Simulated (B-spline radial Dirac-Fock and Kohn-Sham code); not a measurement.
# Pb 6p1/2: cross section and angular parameters

System: atomic lead, configuration 1s2 2s2 2p6 3s2 3p6 3d10 4s2 4p6 4d10 4f14 5s2 5p6 5d10 6s2 6p2; threshold 6.58 eV (orbital energy of the model). These are calculated numbers from a radial atomic solver; the model is Dirac-Hartree-Slater photoionisation with a Latter tail; cross sections with all multipoles, angular parameters from the dipole term and its interference with E2.

```
hν (eV)   σ (kb)       β       γ       δ
   51.5     95.0   1.710   0.143  -0.010
     60     61.0   1.601   0.206  -0.012
   70.6     38.2   1.447   0.265  -0.014
     80     26.6   1.302   0.299  -0.015
    100     14.1   0.990   0.321  -0.013
    108     11.3   0.871   0.315  -0.010
    127     7.29   0.610   0.274  -0.004
    141     5.54   0.441   0.229   0.002
    211     2.22  -0.004   0.012   0.031
    256     1.57   0.008  -0.039   0.041
    269        ?       ?       ?       ?
    399    0.873   0.488   0.106   0.040
    459    0.748   0.682   0.194   0.034
    481    0.711   0.744   0.224   0.032
    482    0.710   0.746   0.225   0.032
    600    0.560   1.012   0.348   0.021
    800    0.406   1.282   0.438   0.009
    876    0.366   1.349   0.447   0.006
   1430    0.200   1.597   0.349  -0.003
   3130   0.0635   1.725   0.022  -0.007
   5350   0.0250   1.706   0.033  -0.007
   5360   0.0249   1.706   0.034  -0.007
   5790   0.0215   1.698   0.064  -0.007
   7730   0.0123   1.662   0.245  -0.005
 9251.7  0.00847   1.632   0.410  -0.002
  10500  0.00648   1.609   0.550   0.001
  12000  0.00484   1.582   0.715   0.006
  13700  0.00360   1.553   0.894   0.012
  15000  0.00293   1.532   1.025   0.018
```

**Question.** Give the values at 269 eV.

**Answer.** σ = 1.45 kb, β = 0.037, γ = -0.040, δ = 0.042.
